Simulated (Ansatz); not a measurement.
C$_{2}$H$_{5}$B$_{2}$Cl, relaxed with RKS PBE-D4/def2-SVP in the Gaussian-basis code of Ansatz from a rough embedded geometry. The force threshold is 0.03 eV/Å; the program also tests the step.

Charge 0, multiplicity 1. The bonds changed during the relaxation, so this is another structure than the one it started from.

Start:

```xyz
10

C     1.568    0.437    0.501
B     0.122   -0.040    0.101
B    -1.100   -1.254   -0.045
C    -1.387    0.268   -0.359
Cl   -1.415    0.546   -2.126
H     2.304   -0.122   -0.215
H     1.785    0.226    1.516
H     1.649    1.539    0.248
H    -1.553   -2.400    0.064
H    -1.972    0.801    0.316
```

```tsv
step	energy (eV)	largest force (eV/Å)	largest move (Å)
1	-16010.6037	3.672	0.000
2	-16011.0141	1.170	0.111
3	-16011.1115	0.925	0.129
4	-16011.1927	1.329	0.145
5	-16011.3162	1.108	0.131
6	-16011.4436	0.733	0.103
7	-16011.5949	0.394	0.195
8	-16011.6494	0.412	0.129
9	-16011.7042	0.526	0.195
10	-16011.7554	0.655	0.198
11	-16011.7795	0.445	0.088
12	-16011.7897	0.290	0.040
13 (rejected)	-16011.7115	0.834	0.127
14 (rejected)	-16011.7858	0.346	0.063
15	-16011.7940	0.140	0.032
16	-16011.7964	0.033	0.025
17	-16011.7965	0.007	0.006
```

End:

```xyz
10

C     1.519    0.417    0.528
B     0.244   -0.048   -0.251
B    -0.899   -1.195   -0.339
C    -1.133    0.517   -0.405
Cl   -2.026   -0.419   -1.773
H     2.352    0.471   -0.209
H     1.840   -0.324    1.288
H     1.435    1.418    0.998
H    -1.481   -2.109    0.196
H    -1.850    1.270   -0.034
```

Run time 15 s (2 threads of an Intel Xeon 6975P-C on a shared host); peak host memory 0.14 GiB.
